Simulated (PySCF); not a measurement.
A structure optimised at PBE-D3(BJ)/def2-SVPD, used in a PySCF frequency run:

```xyz
6

Ga     0.0000     0.0000    -1.1966
Ga     0.0000     0.0000     1.1966
H      0.0000     1.3301    -2.1143
H      0.0000    -1.3301    -2.1143
H      0.0000     1.3301     2.1143
H      0.0000    -1.3301     2.1143
```
Charge -1, spin multiplicity 2.

Question: Write its SMILES, formula and point group.

Answer: [GaH2][GaH2-], Ga2H4, D2h

Question: What are its rotational constants (standard atomic weights)?

Answer: 70.852, 2.3217, 2.2481 GHz
